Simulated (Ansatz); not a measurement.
The cluster Li₁₄⁻. The state is a doublet with charge -1. Geometry B3LYP/def2-SVP, that of the neutral singlet; atoms count from 1.

```xyz
14

Li    1.2933    2.6555   -1.6233
Li    0.8405    1.0889    0.9468
Li    2.0855   -1.3050    0.9515
Li   -2.8093   -2.2829    2.2819
Li    1.2597   -0.1827   -1.7338
Li    2.8379    0.6939    3.1168
Li    3.5901    1.1069   -0.0021
Li   -2.0704    0.5742    1.5375
Li   -1.2720    1.0866   -1.3400
Li   -0.0281    1.2156   -4.1297
Li   -3.5923   -0.9388   -0.5511
Li   -1.3157   -1.3637   -2.7794
Li   -0.8338   -1.4326    0.2218
Li    0.0143   -0.9160    3.1033
```

The structure comes from a short search, and lower isomers may exist.

(1) Estimate the Mulliken populations from the PBE0/def2-TZVPD orbitals of Ansatz.

(2) Where does the spin sit?

(3) And the Mayer bond orders between heavy atoms (over 0.3)?

## Answers

(1) 
```
atom  charge (e)  spin (α − β)
 Li1       -0.24          0.04
 Li2        0.59          0.21
 Li3       -0.38          0.12
 Li4       -0.31         -0.01
 Li5        0.35         -0.05
 Li6       -0.31         -0.02
 Li7       -0.32          0.19
 Li8       -0.39          0.12
 Li9        0.36         -0.05
Li10       -0.38          0.05
Li11       -0.32          0.20
Li12       -0.24          0.04
Li13        0.59          0.22
Li14        0.01         -0.08
```
Mulliken values depend strongly on the basis. With diffuse functions, as here, like atoms can get unlike values, and bond orders can come out too low or too high.

(2) Summed by element: Li 1.00, of 1 unpaired in all. Largest on single atoms: Li13 0.22, Li2 0.21, Li11 0.20.

(3) Li1–Li7 0.41 (3.21 Å); Li1–Li10 0.46 (3.18 Å); Li2–Li3 0.32 (2.70 Å); Li3–Li6 0.45 (3.04 Å); Li3–Li7 0.43 (3.00 Å); Li4–Li8 0.45 (3.04 Å); Li4–Li11 0.48 (3.23 Å); Li6–Li7 0.48 (3.23 Å); Li8–Li11 0.43 (2.99 Å); Li8–Li13 0.32 (2.70 Å); Li10–Li12 0.46 (3.18 Å); Li11–Li12 0.40 (3.21 Å).
